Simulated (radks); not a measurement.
Task: Excited configurations of the samarium ion Sm+: one electron is placed in a higher orbital outside [Xe] 4f6. The ground configuration is [Xe] 4f6 6s1. Method: scalar-relativistic Kohn-Sham, PBE, spin-unpolarised, spherical densities, finite nucleus; Fermi nuclear charge, rms radius 5.0819 fm; computed with a radial shooting solver on a logarithmic mesh with Libxc functionals. Excitation = E - E(ground); binding = E(ion) - E, where the ion is the core of charge +2; n* = 2/sqrt(2 binding) in atomic units, and the quantum defect is n - n*.

| outer orbital | excitation (eV) | binding (eV) | n* | quantum defect | eigenvalue (eV) | <r> (bohr) |
|---|---|---|---|---|---|---|
| 5d | 1.405 | 9.683 | 2.371 | 2.629 | -6.039 | 3.000 |
| 5f | 7.585 | 3.503 | 3.941 | 1.059 | -2.486 | 8.704 |
| 6f | 8.723 | 2.365 | 4.798 | 1.202 | -1.791 | 14.84 |
| 7s | 5.721 | 5.367 | 3.184 | 3.816 | -4.250 | 7.931 |
| 7f | 9.399 | 1.689 | 5.677 | 1.323 | -1.325 | 22.31 |

Estimate the row for 6d.

Result: excitation (eV) 6.420; binding (eV) 4.668; n* 3.415; quantum defect 2.585; eigenvalue (eV) -3.501; <r> (bohr) 7.629. The Delta-SCF ionisation energy is 11.088 eV (NIST Atomic Spectra Database: 11.08 eV, semi-empirical). Self-interaction in the functional shifts the binding energies and quantum defects, so they are the method's values and not measured ones. Spin polarisation and multiplet splitting are left out, so open shells lie too high by an amount that depends on their filling. Spin-orbit splitting is averaged out at the scalar-relativistic level.

Beside tabulated values, note that spin-unpolarised runs miss the spin-polarisation part of the exchange energy of open shells.
